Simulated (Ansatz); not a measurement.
`[CH3][Al-]([CH3])([Cl])[OH+][SiH3]`, relaxed with RKS PBE-D4/def2-SVP in Ansatz from a rough embedded geometry. The force threshold is 0.03 eV/Å; the program also tests the step.

The species carries charge 0 and has multiplicity 1.

Start:

```xyz
16

C     0.133   -1.017   -1.740
Al   -0.897   -0.163   -0.310
C    -0.626   -1.217    1.335
Cl   -3.029   -0.236   -0.784
O    -0.403    1.589   -0.052
Si    1.259    1.648    0.380
H    -0.420   -1.800   -2.218
H     0.399   -0.198   -2.509
H     1.087   -1.346   -1.371
H     0.381   -1.583    1.413
H    -0.854   -0.557    2.236
H    -1.358   -2.059    1.394
H    -0.864    1.898    0.725
H     1.471    0.903    1.598
H     2.064    1.073   -0.711
H     1.658    3.066    0.614
```

| step | energy (eV) | largest force (eV/Å) | largest move (Å) |
| --- | --- | --- | --- |
| 1 | -31254.1435 | 3.995 | 0.000 |
| 2 | -31254.8802 | 1.495 | 0.195 |
| 3 | -31255.0675 | 0.818 | 0.153 |
| 4 | -31255.1375 | 0.695 | 0.129 |
| 5 | -31255.1705 | 0.721 | 0.118 |
| 6 | -31255.1961 | 0.849 | 0.143 |
| 7 | -31255.2139 | 1.087 | 0.152 |
| 8 | -31255.2345 | 0.849 | 0.135 |
| 9 | -31255.2556 | 0.272 | 0.117 |
| 10 | -31255.2636 | 0.160 | 0.162 |
| 11 | -31255.2669 | 0.130 | 0.120 |
| 12 | -31255.2701 | 0.095 | 0.063 |
| 13 | -31255.2753 | 0.121 | 0.173 |
| 14 | -31255.2777 | 0.200 | 0.150 |
| 15 | -31255.2806 | 0.153 | 0.034 |
| 16 | -31255.2849 | 0.038 | 0.100 |
| 17 | -31255.2866 | 0.066 | 0.130 |
| 18 | -31255.2872 | 0.050 | 0.065 |
| 19 | -31255.2876 | 0.031 | 0.013 |
| 20 | -31255.2877 | 0.017 | 0.016 |

End:

```xyz
16

C    -0.228   -1.182   -2.106
Al   -0.824   -0.479   -0.373
C    -0.407   -1.339    1.351
Cl   -2.759    0.583   -0.425
O     0.038    1.341   -0.181
Si    1.316    1.859    0.864
H    -0.770   -2.117   -2.362
H    -0.412   -0.464   -2.932
H     0.856   -1.430   -2.108
H     0.680   -1.535    1.480
H    -0.750   -0.742    2.223
H    -0.910   -2.327    1.426
H    -0.801    1.869   -0.210
H     0.839    1.891    2.283
H     2.392    0.846    0.653
H     1.737    3.226    0.417
```

It took 44 s on 4 threads of an Arm Neoverse V2 on a shared host, with 0.22 GiB of host memory at the peak.
